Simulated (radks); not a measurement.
Initial-state core-level shifts of neutral potassium when its valence configuration changes from [Ar] 4s1. Calculated with a radial shooting solver on a logarithmic mesh with Libxc functionals: non-relativistic Kohn-Sham, LDA (Slater exchange, Perdew-Wang correlation), spin-polarised, spherical densities, point nucleus; open shells are filled with parallel spins first. Shifts are changes of the shell-averaged eigenvalues in eV (positive: less bound); the change of the density at the nucleus, which sets a Mossbauer isomer shift, is in e/bohr^3, on a base of 4516.

[
 {"valence": "4p1", "1s": "-1.473", "2p": "-1.476", "3s": "-1.468", "3p": "-1.444", "density at nucleus": "-1.1179"},
 {"valence": "3d1", "1s": "-1.404", "2p": "-1.297", "3s": "-1.258", "3p": "-1.265", "density at nucleus": "-1.1308"},
 {"valence": "3d0.5 4p0.5", "1s": "-1.353", "2p": "-1.295", "3s": "-1.272", "3p": "-1.266", "density at nucleus": "-1.1274"},
 {"valence": "3d0.5 4s0.5", "1s": "-0.865", "2p": "-0.821", "3s": "-0.799", "3p": "-0.799", "density at nucleus": "-0.5240"},
 {"valence": "4s0.5 4p0.5", "1s": "-0.749", "2p": "-0.750", "3s": "-0.746", "3p": "-0.735", "density at nucleus": "-0.5419"}
]
